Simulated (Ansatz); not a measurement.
`N[SiH](O)[Si](N)(O)O`. Total charge 0; spin multiplicity 1.

```xyz
15

N     0.413    2.131    0.895
Si   -0.289    0.590    1.109
O    -1.957    0.500    1.139
Si    0.135   -0.744   -0.768
N     1.377   -1.915   -0.789
O     0.478    0.382   -1.924
O    -1.231   -1.623   -1.032
H     0.589    2.781    1.641
H     0.462    2.556   -0.017
H     0.206    0.121    2.436
H    -2.421    0.909    1.871
H     1.209   -2.833   -0.412
H     2.346   -1.653   -0.731
H     0.693    0.040   -2.795
H    -2.012   -1.240   -0.622
```

(1) Give the diagnostics of a CCSD(T)/def2-TZVPP run (frozen core, Ansatz 0.2.0). (Best estimate.)

Answers

(1) Computed: T1 = 0.0120, largest single amplitude 0.013, largest double 0.013, (T) share of the correlation energy 3.6 %, 9 CCSD cycles. The RHF solution is stable towards an unrestricted one. T1 lies under the customary mark of 0.02 for closed shells.
